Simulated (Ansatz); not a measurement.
Start from `C[SiH2][SiH](F)F` and change one atom or group to get `N#C[SiH](F)F`.

Ansatz, PBE0-D4/def2-TZVP geometries, multiplicity 1. Each molecule was computed in one conformer, which needn't be the lowest.

```
                                                                                  property  `C[SiH2][SiH](F)F`
                                                      HOMO–LUMO gap (PBE0/def2-TZVPP) / eV                7.84
                                                     HOMO energy (ωB97M-V/def2-TZVPP) / eV              -10.30
                                                         HOMO energy (PBE/def2-TZVPP) / eV               -6.98
ideal-gas entropy at 298 K and 1 bar (rigid rotor, harmonic PBE0-D4/def2-TZVP) / J/(mol·K)                 372
                                                     HOMO–LUMO gap (B3LYP/def2-TZVPP) / eV                7.46
                                                     LUMO energy (ωB97M-V/def2-TZVPP) / eV                1.29
```

Problem. Give the same properties after the change, and the shifts. (An estimate is asked.)

Solution. Ansatz gave: 
| property | `N#C[SiH](F)F` | shift |
| --- | --- | --- |
| HOMO–LUMO gap (PBE0/def2-TZVPP) / eV | 9.25 | 1.41 |
| HOMO energy (ωB97M-V/def2-TZVPP) / eV | -12.98 | -2.68 |
| HOMO energy (PBE/def2-TZVPP) / eV | -9.04 | -2.06 |
| ideal-gas entropy at 298 K and 1 bar (rigid rotor, harmonic PBE0-D4/def2-TZVP) / J/(mol·K) | 315 | -57 |
| HOMO–LUMO gap (B3LYP/def2-TZVPP) / eV | 8.75 | 1.29 |
| LUMO energy (ωB97M-V/def2-TZVPP) / eV | 0.71 | -0.58 |

With PBE0 the HOMO falls by 2.42 eV and the LUMO falls by 1.00 eV, so the gap widens by about 1.42 eV. PBE moves the HOMO by -2.06 eV and ωB97M-V by -2.68 eV. The zero-point energy changes by -119.0 kJ/mol with -15 modes. Modes under 60 cm⁻¹, often nearly free rotors, make the harmonic entropy too high.

B3LYP here is the variant with VWN-RPA as its local correlation; programs differ in this.
